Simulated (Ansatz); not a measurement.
Reaction (germylene formation by 1,1-elimination): `[F][GeH]([F])[SiH3]` → `[F][Ge][F]` + SiH₄

Calculated with Ansatz (gas phase, PBE0-D4/def2-TZVP geometries, no zero-point term in ΔE). CBS: MP2 limit from def2 TZ/QZ plus the TZ coupled-cluster correction, frozen cores. This one scheme is used for every species. DFT in def2-TZVPP. HSE06 is defined as in plane-wave codes. For Ge outer-core shells are correlated without core-valence functions, which leaves a few kJ/mol of doubt a bond. Scalar relativity is left out up to krypton.

```tsv
level	ΔE (kJ/mol)	difference from CCSD(T)/CBS
PBE0-D4	56.6	13.4
CAM-B3LYP-D4	35.1	-8.1
PBE-QIDH	66.0	22.8
PBE	33.4	-9.8
r2SCAN	53.3	10.1
r2SCAN0	61.2	18.0
HSE06	51.2	8.0
LC-ωPBE	58.1	14.9
RPA@PBE/def2-TZVPP	39.7	-3.5
HF/def2-SVP	43.3	0.1
MP2/def2-SVP	52.0	8.8
HF/def2-TZVPP	38.6	-4.6
SCS-MP2/def2-TZVPP	47.8	4.6
MP2/def2-QZVPP	50.7	7.5
SCS-MP2/def2-QZVPP	43.4	0.2
HF/CBS(def2)	37.0	-6.2
CCSD(T)/CBS	43.2	0
```

Largest T1 diagnostic among the species: 0.015.

The D4 term adds +10.7 kJ/mol with B3LYP and +5.8 kJ/mol with PBE0; it sums over pairs of atoms, weighted by their polarisabilities, and B3LYP, whose exchange is more repulsive, gets the larger term. From BLYP to BHLYP (50 % exact exchange), in def2-TZVPP and without D4, ΔE moves by +38.6 kJ/mol. In def2-TZVPP, CCSD(T) changes the Hartree–Fock value by +14.5 kJ/mol (the triples alone add +0.6 kJ/mol) and MP2 by +18.3 kJ/mol.

CCSD(T)/CBS has its own doubt, a few kJ/mol and more with outer-core shells, so smaller differences from it don't rank the levels.

B3LYP here is the variant with VWN-RPA as its local correlation; programs differ in this.
